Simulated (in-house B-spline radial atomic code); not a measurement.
The numbers below are computed, except where a source is named.
# Making a Troullier-Martins s channel for Se, r_c = 1.95 bohr

Se, [Ar] 3d10 4s2 4p4, non-relativistic PBE, spherical and spin-unpolarised, from a B-spline radial code for spherical atoms (atomic units). The all-electron 4s level is ε = -0.614455 hartree, its outermost node lies just inside 0.72 bohr and its outer maximum at 1.55 bohr.

Inside r_c the pseudo-orbital is u(r) = r^1 exp(p(r)), with p = c0 + c2 r² + c4 r⁴ + … + c12 r¹². The seven coefficients follow from p and its first four derivatives at r_c, from zero curvature of the screened potential at the origin, c4 = −c2²/(2l + 5), and from the norm inside r_c. At r_c the all-electron orbital has P = 0.7399464, P' = -0.3614034, the screened potential V = -0.8832317, V' = 1.067065, V'' = -1.682316, and the norm inside is Q = 0.6264604.

Problem. What are p, p' and p'' at r_c?

Solution. p = ln(P/r_c^1) = ln(0.7399464/1.95) = -0.96901. p' = P'/P − 1/r_c = -0.48842 − 0.51282 = -1.00124. The radial equation gives p'' = 2(V − ε) − 2(1) p'/r_c − p'² = -0.53755 − (-1.02691) − 1.00248 = -0.51312. Differentiating, p''' = 2V' + 2(1)p'/r_c² − 2(1)p''/r_c − 2p'p'' = 1.1063, and p'''' = 2V'' − 4(1)p'/r_c³ + 4(1)p''/r_c² − 2(1)p'''/r_c − 2p''² − 2p'p''' = -2.8102.

For a trial c2 the five matching conditions are linear in c0, c6, c8, c10 and c12, and c2 is varied until the norm inside r_c equals Q. The root nearest zero gives:

```csv
n,c_n
0,-0.976697
2,0.5217157
4,-0.05443745
6,-0.1263013
8,0.05124415
10,-0.007978442
12,0.0004579706
```

Problem. Check c4 and p(r_c), and find the screened pseudopotential at the origin.

Solution. −c2²/5 = -0.0544375, as listed. The terms c_n r_c^n are -0.97670, 1.98382, -0.78711, -6.94409, 10.71325, -6.34255, 1.38437, which sum to -0.96901. Inverting the radial equation, V_l(r) = ε + 1 p'/r + (p'' + p'²)/2, so V_l(0) = ε + (2l + 3) c2 = -0.614455 + 3 × (0.521716) = 0.9507 hartree, finite where the all-electron potential diverges.

Orbitals and screened potentials:

| r (bohr) | P | u | V all-electron | V pseudo |
| --- | --- | --- | --- | --- |
| 0.195 | 0.1415 | 0.07489 | -91.52 | 0.9466 |
| 0.488 | -0.379 | 0.2071 | -18.37 | 0.8025 |
| 0.78 | 0.1344 | 0.3868 | -6.81 | 0.1504 |
| 1.072 | 0.6009 | 0.6085 | -3.358 | -1.024 |
| 1.365 | 0.8036 | 0.7852 | -1.956 | -1.795 |
| 1.658 | 0.8199 | 0.8183 | -1.282 | -1.428 |
| 1.95 | 0.7399 | 0.7399 | -0.8832 | -0.8832 |

Logarithmic derivatives P'/P at R = 2.25 bohr, for energies E around ε:

```
E − ε (hartree)  all-electron     pseudo
           -0.5      0.540446   0.535065
          -0.25     0.0747984  0.0722006
           -0.1     -0.321071  -0.321742
              0     -0.671189  -0.671195
            0.1      -1.13514   -1.13659
           0.25      -2.23872   -2.25847
            0.5      -9.27826   -10.1459
```

Problem. With P(R) = 0.6204193 and a norm of 0.7661634 inside R, what slope in energy does norm conservation fix?

Solution. d(P'/P)/dE = −2 × (norm inside R)/P(R)² = -3.9809 per hartree·bohr at E = ε, for both atoms, since orbital and norm agree at R. Differences over ±0.1 hartree give -4.0703 (all-electron) and -4.0742 (pseudo), which also hold third-order terms. Half a hartree below ε the two curves differ by -0.0054.
